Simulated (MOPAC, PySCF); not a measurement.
[Ti(OH)4], neutral singlet in the gas phase. 

Cartesian coordinates (Å):
```xyz
9

Ti     0.0802    -0.0806    -0.1011
O      0.9681     0.8950    -1.3387
H      0.8218     0.8632    -2.3013
O     -0.3398     1.0083     1.2827
H     -0.2582     0.7687     2.2237
O      1.1156    -1.4488     0.4733
H      2.0783    -1.5169     0.3393
O     -1.4240    -0.7821    -0.8193
H     -2.3287    -0.4480    -0.6817
```
Charge 0, multiplicity 1.

All levels are single points at this geometry (BP86-D3(BJ)/def2-SVP); Pople sets use spherical d functions. Orbital energies aren't observables, and empty levels follow the basis.

B3LYP/3-21G in PySCF gives gap (eV) = 6.99.

Question: Estimate the gap (eV) from each of these levels: B3LYP-D3(BJ)/def2-TZVP in PySCF; TPSSh-D3(BJ)/def2-TZVP in PySCF; B3LYP/LANL2DZ in PySCF; M06-2X/6-31G* (LANL2DZ on Ti) in PySCF; PM6 in MOPAC.

Answer: 
| level | gap (eV) |
|---|---|
| B3LYP-D3(BJ)/def2-TZVP in PySCF | 7.16 |
| TPSSh-D3(BJ)/def2-TZVP in PySCF | 6.26 |
| B3LYP/LANL2DZ in PySCF | 6.93 |
| M06-2X/6-31G* (LANL2DZ on Ti) in PySCF | 10.09 |
| PM6 in MOPAC | 10.81 |
